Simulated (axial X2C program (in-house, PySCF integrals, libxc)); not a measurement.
# Low determinants of NiGe at the PBE0 level, spin-free

Computed with an in-house all-electron X2C program for linear molecules (integrals from PySCF). Spin-free means the one-electron spin-free X2C Hamiltonian. Basis: Ge dyall-cv3z [9s9p7d4f1g], Ni dyall-cv3z [9s9p6d3f2g] (cores contracted in-house); Gaussian nuclei, density fitting, unrestricted open shells. Masses: Ge 73.921 u, Ni 57.935 u.

Search at 2.310 Å (vertical energies from the lowest determinant):

```tsv
ΔE (eV)	state	electrons beyond evenly filled partner blocks	electrons in σ, π, δ, φ
0.00	M_S = 0, Λ = 3	π+β, δ+α, δ+β, δ-α	28 25 7 0
0.01	M_S = 1, Λ = 1	π-α, δ+α, δ+β, δ-α	28 25 7 0
0.01	M_S = 1, Λ = 3	π+α, δ+α, δ+β, δ-α	28 25 7 0
0.03	M_S = 0, Λ = 1	π-β, δ+α, δ+β, δ-α	28 25 7 0
0.43	M_S = 0, Λ = 0	closed shell	28 24 8 0
0.60	M_S = 2, Λ = 2	σα, π+α, π-α, δ+α, δ+β, δ-α	27 26 7 0
0.80	M_S = 1, Λ = 2	σα, π+α, π-α, δ+α, δ+β, δ-β	27 26 7 0
```

Lowest determinant, M_S = 0, Λ = 3 (beyond evenly filled blocks: π+β, δ+α, δ+β, δ-α): Re = 2.255 Å, ωe = 275.4 cm⁻¹.

The determinant in row 2 of the search, M_S = 1, Λ = 1 (beyond evenly filled blocks: π-α, δ+α, δ+β, δ-α), was followed along the bond at PBE0; measured from the minimum of the lowest determinant it gives:

Te = 0.008 eV (67 cm⁻¹), Re = 2.247 Å, ωe = 277.6 cm⁻¹.

Problem. Compare the bond of the determinant in row 2 with that of the lowest one.

Solution. At PBE0 its Re is 0.008 Å shorter and its force constant, which goes as ωe², is 1.02 times that of the lowest determinant. T0 ≈ Te + Δωe/2 = 67 + (1) = 68 cm⁻¹.

The search compares states at one distance, so a state with another bond length can lie lower; it is not exhaustive and yields mostly the lowest determinant of each block pattern, so other components and higher states of one pattern are missing. These are energies of single determinants, not of spin-adapted states; PBE0 term energies can be off by some tenths of an eV, and the functional has no current term. The lowest determinant need not be the ground state where others lie within half an eV. Row 1 is spin-contaminated (⟨S²⟩ = 1.06 against 0.00), so its values are not those of a pure state.
